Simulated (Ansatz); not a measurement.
Cost and result for the atomization energy of C4H3F5, SMILES `C/C(F)=C(\F)C(F)(F)F` (12 atoms, 11 bonds).

```xyz
12

C     0.055   -1.954    0.330
C    -0.150   -0.633   -0.297
F    -0.660   -0.690   -1.526
C     0.128    0.542    0.256
F     0.641    0.581    1.492
C    -0.045    1.922   -0.302
F     1.132    2.560   -0.344
F    -0.852    2.646    0.484
F    -0.556    1.918   -1.526
H     0.732   -2.554   -0.285
H    -0.899   -2.485    0.391
H     0.473   -1.852    1.329
```

Total charge 0; spin multiplicity 1. All single points use the PBE0-D4/def2-TZVP geometry. Program: Ansatz. All runs use 2 threads of an AMD EPYC 7R13 on a shared host and a share of an NVIDIA H100 80 GB. Times are those of one run each, without the atoms' runs, and a repeat can differ threefold. Electronic energies, without spin–orbit coupling; frozen cores. CCSD(T)/CBS adds CCSD(T) − MP2 in def2-TZVPP to the MP2 limit, and its time is that of the two runs behind it. T1 = 0.012. B3LYP takes the VWN-RPA correlation (the form of Gaussian; ORCA's B3LYP/G). HSE06 is the plane-wave form, built on full-range PBE exchange.

CCSD(T)/CBS is a level of theory with its own doubt, some kJ/mol a heavy atom from the limit and from the frozen cores, so smaller differences don't rank the functionals.

```csv
level,functions,wall time,atomization (kJ/mol),difference from CCSD(T)/CBS,per bond
LDA (SPW92)/def2-TZVPP,321,4.8 s,6129.0,1072.9,97.5
HSE06-D4/def2-TZVPP,321,5.5 s,5132.8,76.7,7.0
CCSD(T)/def2-SVP,141,5.5 s,4845.9,-210.2,-19.1
B3LYP-D4/def2-TZVPP (with forces),321,6 s,5047.0,-9.1,-0.8
B97M-V/def2-TZVPP,321,6.5 s,5082.9,26.8,2.4
CAM-B3LYP-D4/def2-TZVPP,321,7.5 s,5107.5,51.4,4.7
r2SCAN-D4/def2-TZVPP (with forces),321,8 s,5118.1,62.0,5.6
MP2/def2-QZVPP,603,8 s,5205.2,149.1,13.6
B2PLYP/def2-TZVPP,321,8.5 s,5011.3,-44.8,-4.1
ωB97X-V/def2-TZVPP,321,9 s,5087.4,31.3,2.8
PBE-QIDH/def2-TZVPP,321,10 s,5052.7,-3.4,-0.3
CCSD(T)/def2-TZVPP,321,18 s,4920.4,-135.7,-12.3
CCSD(T)/CBS(def2),–,26 s,5056.1,0.0,0.0
```

From r2SCAN to r2SCAN0 (25 % exact exchange), in def2-TZVPP and without D4, the atomization energy moves by −153.5 kJ/mol: exact exchange takes away binding that semilocal exchange gives to molecules. At CCSD(T), def2-SVP lies −210.2 kJ/mol from the extrapolated value and def2-TZVPP −135.7 kJ/mol: correlation converges slowly with the basis, and small sets miss more of it in the bonded molecule than in its fragments. Leaving LDA and LC-ωPBE aside and taking each functional with its dispersion term where it has one, the values, not all of them listed here, spread over 522.8 kJ/mol, from BHLYP-D4 to PBE-D4. LDA lies +835.9 kJ/mol from PBE without D4, its usual overbinding.
